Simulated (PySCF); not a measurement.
# InCl₂ at several levels of theory

All levels use the PBE0 minimum (doublet; In–Cl 2.353 Å (×2); Cl–In–Cl 119.5°), basis [In def2-TZVP with ECP28, Cl def2-TZVP], scalar-relativistic core potentials, density fitting, no spin–orbit coupling, PySCF. For vertical energies the ionised species is a singlet (spins chosen at PBE0 and kept) and the electron-attached one a singlet. Atomisation goes to high-spin ground-configuration atoms, without zero-point energy. Open shells are unrestricted, also as the reference of the correlated levels. A dash marks a value that was not computed or is not defined at that level.

| level | atomisation (kJ/mol) | vertical IP (eV) | vertical EA (eV) | −ε(HOMO) (eV) | dipole (D) |
| --- | --- | --- | --- | --- | --- |
| PBE0 | 630 | 9.16 | 2.56 | 7.11 | 2.57 |
| HF | 467 | 8.85 | 1.58 | 9.56 | 2.95 |
| MP2 | 630 | 9.09 | 2.68 | – | – |
| PBE | 642 | 8.98 | 2.52 | 6.07 | 2.32 |
| r2SCAN | 652 | 9.23 | 2.55 | 6.46 | 2.48 |
| B3LYP | 596 | 9.19 | 2.67 | 6.90 | 2.52 |
| TPSSh | 634 | 9.05 | 2.50 | 6.55 | 2.51 |
| PBEsol | 687 | 9.01 | 2.55 | 6.09 | 2.30 |
| revPBE | 607 | 8.91 | 2.42 | 6.01 | 2.35 |

Without diffuse functions attachment energies tend to come out too low.

No spin–orbit coupling is included, which matters more the heavier the element.
